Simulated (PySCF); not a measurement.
Computed with r2SCAN-D4/def2-TZVP run with PySCF. All species are isolated molecules in the gas phase. One relaxed conformer stands for a flexible species; it need not be the lowest. Delta-SCF ions had no search for a lower state. Excitations are Tamm–Dancoff values on a coarser integration grid. The basis has no diffuse functions, so Rydberg states are missing or too high.

Reference species (SMILES): `N[SiH2][SiH2][SiH2]O` (neutral, multiplicity 1).

| Property | Value |
|---|---|
| vertical ionisation energy (Delta-SCF) | 8.74 eV |
| T1 excitation (TDA) | 4.75 eV |
| HOMO–LUMO gap | 5.06 eV |

Changed species: `N[Si@@H]([SiH3])[SiH2]O`.

Q: Predict the effect on the vertical ionisation energy (Delta-SCF), T1 excitation (TDA) and HOMO–LUMO gap.

A: the vertical ionisation energy (Delta-SCF) goes up by 0.32 eV, to 9.06 eV; the T1 excitation (TDA) hardly moves; the HOMO–LUMO gap rises by 0.20 eV, to 5.26 eV.
